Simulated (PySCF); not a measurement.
[Zr(F)4], neutral singlet in the gas phase. 

Z-matrix (Å, degrees):
```
Zr
F 1 1.9078
F 1 1.9078 2 109.46
F 1 1.9078 2 109.46 3 120.00
F 1 1.9078 2 109.46 3 -120.01
```
Charge 0, spin multiplicity 1.

All levels are single points at this geometry (BP86-D3(BJ)/def2-SVP); Pople sets use spherical d functions. Orbital energies aren't observables, and empty levels follow the basis.

HF/6-31G* (LANL2DZ on Zr) in PySCF gives HOMO (eV) = -17.35.

### Question
Estimate the HOMO (eV) from each of these levels: B3LYP-D3(BJ)/def2-TZVP in PySCF; PBE-D3(BJ)/def2-TZVP in PySCF; TPSSh-D3(BJ)/def2-TZVP in PySCF; B3LYP/6-311+G** (LANL2DZ on Zr) in PySCF; B3LYP/LANL2DZ in PySCF; BP86/6-31G* (LANL2DZ on Zr) in PySCF; PBE/6-31G* (LANL2DZ on Zr) in PySCF; SVWN5/6-31G* (LANL2DZ on Zr) in PySCF.

### Answer

| level | HOMO (eV) |
|---|---|
| B3LYP-D3(BJ)/def2-TZVP in PySCF | -11.90 |
| PBE-D3(BJ)/def2-TZVP in PySCF | -10.14 |
| TPSSh-D3(BJ)/def2-TZVP in PySCF | -11.06 |
| B3LYP/6-311+G** (LANL2DZ on Zr) in PySCF | -12.14 |
| B3LYP/LANL2DZ in PySCF | -12.03 |
| BP86/6-31G* (LANL2DZ on Zr) in PySCF | -9.79 |
| PBE/6-31G* (LANL2DZ on Zr) in PySCF | -9.66 |
| SVWN5/6-31G* (LANL2DZ on Zr) in PySCF | -9.92 |
